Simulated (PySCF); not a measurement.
## Removing an electron from i-PeOMe

i-PeOMe, C6H14O.
Structure used (PBE0-D3(BJ)/def2-SVP), in Å, numbered top down from 1:
```xyz
21
C6H14O angstrom
C      2.7880   -0.5186    0.0622
O      1.4786   -0.4407   -0.3984
C      0.8318   -1.6790   -0.4598
C     -0.5851   -1.4793   -0.9525
C     -1.4260   -0.5065   -0.1231
C     -1.5771   -0.9549    1.3257
C     -2.7867   -0.2947   -0.7752
H      3.4339   -1.1154   -0.6137
H      2.8481   -0.9735    1.0718
H      3.1925    0.5024    0.1165
H      0.8372   -2.1632    0.5401
H      1.3737   -2.3685   -1.1414
H     -1.0814   -2.4665   -0.9865
H     -0.5416   -1.1145   -1.9930
H     -0.8874    0.4573   -0.1237
H     -2.0704   -1.9403    1.3872
H     -0.6056   -1.0307    1.8371
H     -2.1911   -0.2411    1.8970
H     -3.3657   -1.2339   -0.7965
H     -2.6859    0.0567   -1.8142
H     -3.3837    0.4499   -0.2256
```

Level: CAM-B3LYP/def2-SVPD (PySCF). Frontier orbitals with their largest atomic shares (Löwdin; up to four atoms above 4 %):

| orbital | ε (eV) | main atoms |
| --- | --- | --- |
| HOMO−3 | -10.46 | C5 19 %, C4 18 %, C6 18 %, H14 9 % |
| HOMO−2 | -10.43 | C5 23 %, C7 16 %, C4 11 %, H15 9 % |
| HOMO−1 | -10.10 | O2 19 %, C5 17 %, C4 12 %, H15 8 % |
| HOMO | -8.87 | ? |
| LUMO | 1.34 | C1 17 %, C3 10 %, C6 9 %, H9 6 % |
| LUMO+1 | 1.73 | C7 15 %, C1 15 %, H19 7 %, H9 6 % |
| LUMO+2 | 2.05 | H12 14 %, H13 12 %, O2 11 %, C3 8 % |

Question: What vertical ionisation energy does ΔSCF give, and how far is −ε(HOMO) from it?

Answer: ΔSCF: 9.74 eV (939 kJ/mol; threshold wavelength 127 nm); ⟨S²⟩ of the doublet left behind is 0.755, against 0.75 for a pure doublet. −ε(HOMO) is 8.87 eV, 0.87 eV below it. For the exact functional −ε(HOMO) would equal the first vertical ionisation energy; CAM-B3LYP (range-separated hybrid) falls short of its own ΔSCF value by 9 %.

Question: On which atoms does the HOMO lie?

Answer: O2 (ether oxygen) 56 %, C3 (sp3 carbon bound to oxygen) 11 %, C1 (methoxy carbon) 9 %, H12 (methylene hydrogen) 6 %, so more than half of it is on one atom. The HOMO−1 lies 1.23 eV lower.

Question: Shift the occupied levels rigidly so that −ε(HOMO) equals the ΔSCF value. What binding energies result?

Answer: The shift is +0.87 eV: HOMO 9.74, HOMO−1 10.97, HOMO−2 11.30, HOMO−3 11.33 eV. A rigid shift is only a rough guide to the deeper ionisations.

Question: What kinetic energy would electrons from this vertical process carry with He II light (40.814 eV)?

Answer: 40.81 − 9.74 = 31.07 eV.

One conformer (not necessarily the lowest) at the PBE0-D3(BJ)/def2-SVP geometry, without solvent, vibrations or thermal averaging.
